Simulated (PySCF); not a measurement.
H₁₁NSi₄, SMILES [SiH3]N[SiH2][SiH2][SiH3]. Atoms are numbered in the order given.

```xyz
16

Si     2.1786     0.7951     1.1433
N      1.2747     0.6639    -0.3406
Si     0.7094    -0.7859    -1.1396
Si    -1.6244    -0.7420    -1.0256
Si    -1.9297     0.3377     1.0227
H      2.2304    -0.5622     1.7534
H      3.5754     1.2825     0.9276
H      1.5144     1.7480     2.0824
H      1.0293     1.5433    -0.7902
H      1.2109    -1.9422    -0.3424
H      1.2333    -0.9017    -2.5349
H     -2.2392    -2.1037    -1.0353
H     -2.2357     0.0687    -2.1239
H     -3.3319     0.2521     1.5284
H     -1.5657     1.7780     0.8746
H     -1.0183    -0.2788     2.0334
```

The structure is a stationary point at ωB97X-D3(BJ)/def2-SVP. The structure was generated by enumeration, and PubChem lists no compound with its InChIKey, so it may never have been made. One conformer was computed; it need not be the lowest.

The numbers are results of KT2/pcSseg-1 (PySCF), not measurements.

GIAO shieldings, no solvent; atoms listed in one row are averaged. δ = σ(ref) − σ: ²⁹Si against TMS (σ = 361.9 ppm); ¹⁵N against NH3 (σ = 266.2 ppm); ¹H against TMS (σ = 31.47 ppm), references at their B3LYP-D3(BJ)/def2-TZVP geometries, non-relativistic.

| nucleus | atoms | count | δ (ppm) |
|---|---|---|---|
| ²⁹Si | Si3 | 1 | -31.3 |
| ²⁹Si | Si1 | 1 | -40.2 |
| ²⁹Si | Si5 | 1 | -106.5 |
| ²⁹Si | Si4 | 1 | -114.0 |
| ¹⁵N | N2 | 1 | 3.4 |
| ¹H | H11 | 1 | 5.82 |
| ¹H | H10 | 1 | 5.36 |
| ¹H | H6, H7, H8 | 3 | 5.17 |
| ¹H | H14, H15, H16 | 3 | 3.85 |
| ¹H | H12, H13 | 2 | 3.77 |
| ¹H | H9 | 1 | -1.14 |
